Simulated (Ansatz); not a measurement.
Isolated molecules relaxed with PBE0-D4/def2-TZVP in Ansatz; ΔE leaves out vibrations. CCSD(T)/CBS adds triple-zeta CCSD(T) − MP2 to the extrapolated MP2 energy (def2 sets, frozen cores). This one scheme is used for every species, atoms too. Functionals use def2-TZVPP. B3LYP here is the variant with VWN-RPA as its local correlation; programs differ in this. Open shells (•) are unrestricted, without spin–orbit coupling. Spin–orbit coupling would lower the free atoms: a little for C, O, S, Si. One conformer a species, not always the lowest.

Consider the atomization: `OC1=N[SiH2]S1` → C• + 3 H• + N• + O• + S• + Si•.

`OC1=N[SiH2]S1`:

```xyz
8

O    -1.817    0.327   -1.185
C    -0.712    0.190   -0.468
N    -0.204   -0.918   -0.074
Si    1.122   -0.116    0.727
S     0.152    1.682   -0.006
H    -2.154   -0.567   -1.347
H     1.149   -0.236    2.202
H     2.464   -0.362    0.152
```

| level | ΔE (kJ/mol) | difference from CCSD(T)/CBS |
| --- | --- | --- |
| r2SCANh-D4 | 2998.3 | -13.9 |
| BHLYP-D4 | 2863.1 | -149.1 |
| B2PLYP | 2972.9 | -39.3 |
| PBE | 3115.2 | 103.0 |
| BLYP | 2985.3 | -26.9 |
| B3LYP | 2970.2 | -42.0 |
| r2SCANh | 2993.1 | -19.1 |
| CCSD/def2-TZVPP | 2820.6 | -191.6 |
| MP2/def2-QZVPP | 3069.8 | 57.6 |
| MP2/CBS(def2) | 3115.8 | 103.6 |
| CCSD(T)/CBS | 3012.2 | 0 |

Largest T1 diagnostic among the species: 0.015.

At CCSD(T), def2-SVP lies −259.4 kJ/mol from the extrapolated value and def2-TZVPP −113.5 kJ/mol: correlation converges slowly with the basis, and small sets miss more of it in the bonded molecule than in its fragments. From BLYP to BHLYP (50 % exact exchange), in def2-TZVPP and without D4, ΔE moves by −149.6 kJ/mol: exact exchange takes away binding that semilocal exchange gives to molecules.

For atomizations the MP2-based limit and the directly extrapolated one differ by several kJ/mol either way, and by 10 to 25 for some Ge, Se and Sn compounds, so smaller differences from it don't rank the levels.
